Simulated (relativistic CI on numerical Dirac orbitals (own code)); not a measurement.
Energy levels of Ne IX

Method of calculation: Dirac-Coulomb-Breit CI, separate exchange-only KLI orbitals for each configuration, model QED, unscaled Slater integrals (own radial code, finite nucleus).

CI space: 1s2, 1s 2s, 1s 2p, 1s 3s, 1s 3p, 1s 3d, 1s 4s, 1s 4p, 1s 4d, 1s 4f, 1s 5s, 1s 5p, 1s 5d, 1s 5f, 1s 5g, 1s 6s, 1s 6p, 1s 6d. Levels of other configurations are missing.

| No. | Configuration | Term | J | E (eV) | % | Landé g |
| --- | --- | --- | --- | --- | --- | --- |
| 1 | 1s2 | 1S | 0 | 0.00 | 100 |  |
| 2 | 1s 2s | 3S | 1 | 903.88 | 100 | 2.000 |
| 3 | 1s 2p | 3P° | 0 | 913.63 | 100 |  |
| 4 | 1s 2p | 3P° | 1 | 913.66 | 100 | 1.499 |
| 5 | 1s 2p | 3P° | 2 | 913.86 | 100 | 1.500 |
| 6 | 1s 2s | 1S | 0 | 914.20 | 100 |  |
| 7 | 1s 2p | 1P° | 1 | 921.27 | 100 | 1.000 |
| 8 | 1s 3s | 3S | 1 | 1067.85 | 100 | 2.000 |
| 9 | 1s 3p | 3P° | 0 | 1070.52 | 100 |  |
| 10 | 1s 3p | 3P° | 1 | 1070.53 | 100 | 1.500 |
| 11 | 1s 3p | 3P° | 2 | 1070.59 | 100 | 1.500 |
| 12 | 1s 3s | 1S | 0 | 1070.65 | 100 |  |
| 13 | 1s 3d | 3D | 1 | 1071.99 | 100 | 0.499 |
| 14 | 1s 3d | 3D | 2 | 1071.99 | 97 | 1.160 |
| 15 | 1s 3d | 3D | 3 | 1072.01 | 100 | 1.333 |
| 16 | 1s 3d | 1D | 2 | 1072.09 | 97 | 1.006 |
| 17 | 1s 3p | 1P° | 1 | 1072.72 | 100 | 1.000 |
| 18 | 1s 4s | 3S | 1 | 1123.90 | 100 | 2.000 |
| 19 | 1s 4p | 3P° | 0 | 1125.00 | 100 |  |
| 20 | 1s 4p | 3P° | 1 | 1125.00 | 100 | 1.500 |
| 21 | 1s 4p | 3P° | 2 | 1125.02 | 100 | 1.500 |
| 22 | 1s 4s | 1S | 0 | 1125.07 | 100 |  |
| 23 | 1s 4d | 3D | 1 | 1125.60 | 100 | 0.500 |
| 24 | 1s 4d | 3D | 2 | 1125.60 | 98 | 1.163 |
| 25 | 1s 4d | 3D | 3 | 1125.61 | 100 | 1.333 |
| 26 | 1s 4f | 3F° | 3 | 1125.64 | 59 | 1.049 |
| 27 | 1s 4f | 3F° | 2 | 1125.64 | 100 | 0.666 |
| 28 | 1s 4f | 3F° | 4 | 1125.64 | 100 | 1.250 |
| 29 | 1s 4f | 1F° | 3 | 1125.64 | 59 | 1.034 |
| 30 | 1s 4d | 1D | 2 | 1125.65 | 98 | 1.004 |
| 31 | 1s 4p | 1P° | 1 | 1125.93 | 100 | 1.000 |
| 32 | 1s 5s | 3S | 1 | 1149.56 | 100 | 2.000 |
| 33 | 1s 5p | 3P° | 0 | 1150.11 | 100 |  |
| 34 | 1s 5p | 3P° | 1 | 1150.11 | 100 | 1.500 |
| 35 | 1s 5p | 3P° | 2 | 1150.13 | 100 | 1.500 |
| 36 | 1s 5s | 1S | 0 | 1150.16 | 100 |  |
| 37 | 1s 5d | 3D | 1 | 1150.42 | 100 | 0.500 |
| 38 | 1s 5d | 3D | 2 | 1150.42 | 98 | 1.163 |
| 39 | 1s 5d | 3D | 3 | 1150.42 | 100 | 1.333 |
| 40 | 1s 5f | 3F° | 3 | 1150.44 | 61 | 1.051 |
| 41 | 1s 5f | 3F° | 2 | 1150.44 | 100 | 0.666 |
| 42 | 1s 5f | 3F° | 4 | 1150.44 | 100 | 1.250 |
| 43 | 1s 5g | 3G | 4 | 1150.44 | 55 | 1.027 |
| 44 | 1s 5g | 3G | 3 | 1150.44 | 100 | 0.750 |
| 45 | 1s 5f | 1F° | 3 | 1150.44 | 61 | 1.033 |

Energies count from the lowest computed level; ° marks odd parity.

The mean weight of the leading LS term, summed over parents, in these 45 levels is 95 %, and that of the leading jj configuration (from the same eigenvectors) 92 %.

LS names give the leading component of a level, which can be under half, so a name can repeat, a term be missing and a line seem to break the LS rules.
